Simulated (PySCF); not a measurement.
## Excitation energy of Tm⁺ by level of theory

Tm⁺ [Xe] 4f13 6s1 (3F) → Tm⁺ [Xe] 4f12 5d1 6s1 (high-spin determinant), as a difference of total energies. Calculation: PySCF 2.14, in x2c-TZVPPall (11s7p7d4f2g, 113 functions); the spin-free X2C one-electron Hamiltonian (Gaussian nucleus). Correlated levels: valence: [Kr] 4d10 frozen; valence and next inner shell: [Ar] 3d10 frozen. The calculations carry no spin-orbit coupling.

```tsv
method	excitation energy (eV)
UHF	-0.852
LDA	4.083
r2SCAN	2.411
MP2 (valence)	4.030
SCS-MP2 (valence)	3.472
MP2 (valence and next inner shell)	4.559
SCS-MP2 (valence and next inner shell)	3.843
```

Question: Estimate what PBE0 gives.

Answer: 2.609 eV, closest to r2SCAN among the rows shown.

Question: Estimate what PBE gives.

Answer: 3.581 eV, closest to SCS-MP2 (valence) among the rows shown.

A first-order spin-orbit estimate (lowest level to lowest level, LS coupling) adds -0.240 eV.

The determinant of the upper state mixes LS terms, which raises its energy above the lowest term, most at the Hartree-Fock and MP2 levels.
